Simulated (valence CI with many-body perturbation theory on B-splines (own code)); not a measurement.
# E1 transitions of Dy XXXVI

Method: valence CI with perturbative core correlation (CI+MBPT): three valence electrons over a frozen Dirac-Fock core [Ar] 3d10, a basis of 11 s, 11 p, 10 d, 8 f, 5 g, 2 h functions for each j, with the one-electron correlation potential Σ1 (screened to all orders), the two-electron term Σ2, the three-electron term Σ3, Breit, model QED; selected single and double excitations, second order for the rest, scaled by the run's own slope (own B-spline code, finite nucleus).

The last digits are not significant, and no measured levels were compared; by estimate large intervals hold to a few tenths of a per cent, small ones and those within an open d or f shell to about a per cent.

Lines 151 to 200 of 534 in falling wavelength, among levels below 43.998 Ry, chosen from the strongest by gf and those to the six lowest levels. Wavelengths and rates use the calculated energies. Electric multipoles are in the length gauge with retardation, E1 and E2 with the static RPA response of the core. Weak lines are less certain than strong ones. Lines between different terms over intervals too small for the method are left out, as are lines whose strength nearly cancels. Where a level lies close to another of its J and parity, the split of strength between their lines is uncertain. The highest levels of a list are the least certain.

Levels are named by their leading jj configuration (3d3/2^4 stands for four electrons in 3d with j = 3/2), which in mixed levels can hold well under half, so a name can repeat and another be missing. Letters in brackets count levels of one name in rising energy.

| λ vac (nm) | Upper | Lower | A (s⁻¹) | log gf | Branch % |
| --- | --- | --- | --- | --- | --- |
| 8.870 | (4s 4p1/2 4d5/2) J=5/2 [b] | (4s 4p1/2 4p3/2) J=5/2 | 1.23e+11 | -0.06 | 41.8 |
| 8.869 | (4s 4p3/2 4f5/2) J=3/2 [c] | (4s^2 4f5/2) J=5/2 | 2.12e+11 | 0.00 | 22.8 |
| 8.867 | (4p1/2 4d5/2^2) J=3/2 | (4p1/2 4p3/2 4d5/2) J=3/2 [a] | 7.60e+10 | -0.45 | 14.5 |
| 8.864 | (4p1/2 4d3/2 4d5/2) J=3/2 [b] | (4p1/2 4p3/2 4d3/2) J=3/2 [b] | 8.54e+10 | -0.40 | 12.8 |
| 8.858 | (4s 4d3/2 4f7/2) J=9/2 | (4s 4d3/2 4d5/2) J=7/2 [a] | 3.68e+10 | -0.36 | 7.9 |
| 8.858 | (4p1/2 4p3/2 4f5/2) J=9/2 | (4p1/2 4p3/2 4d5/2) J=7/2 [b] | 4.98e+10 | -0.23 | 11.6 |
| 8.857 | (4p1/2 4d5/2^2) J=7/2 | (4p1/2 4p3/2 4d3/2) J=5/2 [b] | 3.81e+10 | -0.45 | 8.2 |
| 8.855 | (4s 4p3/2 4f7/2) J=7/2 [c] | (4s^2 4f5/2) J=5/2 | 4.45e+11 | 0.62 | 51.2 |
| 8.853 | (4p1/2 4d3/2 4d5/2) J=5/2 [a] | (4p1/2 4p3/2 4d3/2) J=5/2 [a] | 9.76e+10 | -0.16 | 43.4 |
| 8.852 | (4p1/2 4p3/2 4d5/2) J=3/2 [b] | (4p1/2 4p3/2^2) J=1/2 | 1.52e+11 | -0.15 | 40.1 |
| 8.846 | (4s 4d3/2 4d5/2) J=7/2 [a] | (4s 4p3/2 4d3/2) J=5/2 [a] | 6.49e+10 | -0.22 | 11.8 |
| 8.846 | (4s 4p3/2 4f7/2) J=7/2 [c] | (4s^2 4f7/2) J=7/2 | 1.46e+11 | 0.14 | 16.8 |
| 8.835 | (4s 4p1/2 4d5/2) J=7/2 | (4s 4p1/2 4p3/2) J=5/2 | 1.25e+11 | 0.07 | 93.4 |
| 8.829 | (4p3/2 4d3/2 4d5/2) J=7/2 [c] | (4p3/2^2 4d3/2) J=7/2 | 8.34e+10 | -0.11 | 13.5 |
| 8.820 | (4s 4d3/2 4f5/2) J=7/2 [a] | (4s 4d3/2 4d5/2) J=5/2 [a] | 5.30e+10 | -0.31 | 9.6 |
| 8.815 | (4p1/2 4p3/2 4f7/2) J=7/2 [b] | (4p1/2 4p3/2 4d5/2) J=5/2 [c] | 3.94e+10 | -0.44 | 7.7 |
| 8.811 | (4p1/2 4p3/2 4d5/2) J=3/2 [a] | (4s 4p1/2 4d5/2) J=5/2 [a] | 8.46e+10 | -0.40 | 16.8 |
| 8.806 | (4p1/2 4d5/2^2) J=3/2 | (4p1/2 4p3/2 4d5/2) J=5/2 [a] | 1.32e+11 | -0.21 | 25.1 |
| 8.803 | (4p3/2^2 4f5/2) J=3/2 | (4p3/2^2 4d3/2) J=3/2 [b] | 8.43e+10 | -0.41 | 12.2 |
| 8.802 | (4p1/2 4d3/2 4d5/2) J=3/2 [a] | (4p1/2 4p3/2 4d3/2) J=3/2 [a] | 8.82e+10 | -0.39 | 15.2 |
| 8.802 | (4p1/2 4p3/2 4d5/2) J=1/2 | (4p1/2 4p3/2^2) J=1/2 | 2.90e+11 | -0.17 | 66.0 |
| 8.800 | (4p1/2 4p3/2 4f7/2) J=9/2 [a] | (4p1/2 4p3/2 4d5/2) J=7/2 [b] | 2.73e+10 | -0.50 | 7.1 |
| 8.795 | (4s 4p1/2 4d5/2) J=5/2 [a] | (4s 4p1/2 4p3/2) J=3/2 [a] | 7.70e+10 | -0.27 | 57.7 |
| 8.794 | (4s 4p3/2 4f7/2) J=3/2 | (4s 4p3/2 4d5/2) J=1/2 | 1.47e+11 | -0.17 | 24.8 |
| 8.793 | (4p1/2 4d3/2 4d5/2) J=1/2 | (4p1/2 4p3/2 4d3/2) J=1/2 [a] | 1.94e+11 | -0.35 | 61.0 |
| 8.791 | (4p1/2 4p3/2 4f7/2) J=5/2 [b] | (4p1/2 4p3/2 4d5/2) J=5/2 [c] | 5.03e+10 | -0.46 | 11.1 |
| 8.789 | (4p1/2 4p3/2 4f7/2) J=5/2 [c] | (4p1/2 4p3/2 4d5/2) J=3/2 [b] | 1.61e+11 | 0.05 | 43.5 |
| 8.782 | (4p3/2^2 4f5/2) J=5/2 | (4s 4d5/2^2) J=3/2 [a] | 5.35e+10 | -0.43 | 6.5 |
| 8.779 | (4p1/2 4p3/2 4d5/2) J=7/2 [b] | (4s 4p1/2 4d5/2) J=5/2 [a] | 9.20e+10 | -0.07 | 37.9 |
| 8.770 | (4s 4p3/2 4f5/2) J=3/2 [b] | (4s 4p3/2 4d3/2) J=5/2 [b] | 7.55e+10 | -0.46 | 12.7 |
| 8.766 | (4s 4p1/2 4d5/2) J=5/2 [c] | (4s 4p1/2 4p3/2) J=3/2 [b] | 2.75e+11 | 0.28 | 91.6 |
| 8.756 | (4s 4d3/2 4f5/2) J=9/2 | (4p3/2^2 4d5/2) J=9/2 | 8.14e+10 | -0.03 | 19.1 |
| 8.745 | (4s 4p3/2 4d3/2) J=1/2 [b] | (4s^2 4d3/2) J=3/2 | 3.32e+11 | -0.12 | 40.8 |
| 8.740 | (4s 4p3/2 4f7/2) J=7/2 [a] | (4s 4p3/2 4d5/2) J=7/2 [a] | 1.48e+11 | 0.13 | 28.4 |
| 8.740 | (4p1/2 4p3/2 4f7/2) J=3/2 | (4p1/2 4p3/2 4d5/2) J=1/2 | 2.39e+11 | 0.04 | 49.6 |
| 8.739 | (4s 4p3/2 4d5/2) J=1/2 | (4s 4p3/2^2) J=1/2 | 2.97e+11 | -0.17 | 70.7 |
| 8.732 | (4p1/2^2 4f7/2) J=7/2 | (4p1/2^2 4d5/2) J=5/2 | 9.69e+10 | -0.05 | 51.3 |
| 8.726 | (4p3/2 4d5/2^2) J=5/2 | (4p3/2^2 4d5/2) J=7/2 | 1.69e+11 | 0.06 | 40.9 |
| 8.725 | (4p1/2 4p3/2 4f7/2) J=7/2 [b] | (4p1/2 4p3/2 4d5/2) J=5/2 [b] | 1.21e+11 | 0.04 | 23.6 |
| 8.721 | (4s 4p3/2 4f7/2) J=5/2 [a] | (4s 4p3/2 4d5/2) J=5/2 [a] | 7.41e+10 | -0.30 | 16.5 |
| 8.717 | (4s 4d5/2^2) J=1/2 | (4s 4p3/2 4d5/2) J=3/2 [b] | 4.36e+11 | 0.00 | 59.5 |
| 8.714 | (4p1/2 4p3/2 4d5/2) J=3/2 [a] | (4p1/2 4p3/2^2) J=3/2 | 9.06e+10 | -0.38 | 17.9 |
| 8.713 | (4s 4d5/2^2) J=3/2 [b] | (4s 4p3/2 4d5/2) J=3/2 [b] | 1.53e+11 | -0.16 | 18.1 |
| 8.709 | (4s 4p1/2 4d3/2) J=1/2 | (4s 4p1/2 4p3/2) J=3/2 [a] | 7.00e+09 | -1.80 | 1.0 |
| 8.709 | (4s 4p1/2 4d5/2) J=3/2 | (4s 4p1/2 4p3/2) J=1/2 | 3.26e+11 | 0.17 | 56.2 |
| 8.707 | (4p3/2^2 4d5/2) J=5/2 [c] | (4s^2 4f5/2) J=5/2 | 2.49e+11 | 0.23 | 22.7 |
| 8.702 | (4p1/2 4p3/2 4f7/2) J=5/2 [b] | (4p1/2 4p3/2 4d5/2) J=5/2 [b] | 6.02e+10 | -0.39 | 13.3 |
| 8.701 | (4p3/2 4d3/2 4d5/2) J=1/2 [b] | (4p3/2^2 4d3/2) J=3/2 [b] | 1.86e+11 | -0.37 | 25.9 |
| 8.695 | (4p1/2 4d5/2^2) J=7/2 | (4p1/2 4p3/2 4d5/2) J=7/2 [a] | 1.46e+11 | 0.12 | 31.4 |
| 8.694 | (4p1/2 4p3/2 4d5/2) J=5/2 [b] | (4s 4p1/2 4d5/2) J=5/2 [a] | 6.43e+10 | -0.36 | 15.4 |
